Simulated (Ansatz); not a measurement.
Consider the ligand exchange at a B–C bond: `BC[O][AlH][Cl]` + `BN` → `BNB` + `C[O][AlH][Cl]`.

Gas-phase electronic energies from Ansatz, PBE0-D4/def2-TZVP geometries. CBS: MP2 limit from def2 TZ/QZ plus the TZ coupled-cluster correction, frozen cores. This one scheme is used for every species. Functionals use def2-TZVPP. One conformer a species, not always the lowest.

```tsv
level	ΔE (kJ/mol)	difference from CCSD(T)/CBS
PBE-D4	-92.3	10.6
ωB97M-V	-98.8	4.1
PBE	-94.3	8.6
PBE0	-98.6	4.3
MP2/def2-TZVPP	-106.9	-4.0
SCS-MP2/def2-TZVPP	-108.4	-5.5
CCSD(T)/def2-TZVPP	-103.8	-0.9
HF/def2-QZVPP	-115.3	-12.4
MP2/def2-QZVPP	-106.5	-3.6
HF/CBS(def2)	-115.3	-12.4
CCSD(T)/CBS	-102.9	0
```

Largest T1 diagnostic among the species: 0.012.

From PBE to PBE0 (25 % exact exchange), in def2-TZVPP and without D4, ΔE moves by −4.3 kJ/mol. The D4 term adds +3.1 kJ/mol with B3LYP and +1.8 kJ/mol with PBE0; it sums over pairs of atoms, weighted by their polarisabilities, and B3LYP, whose exchange is more repulsive, gets the larger term.

B3LYP here is the variant with VWN-RPA as its local correlation; programs differ in this.
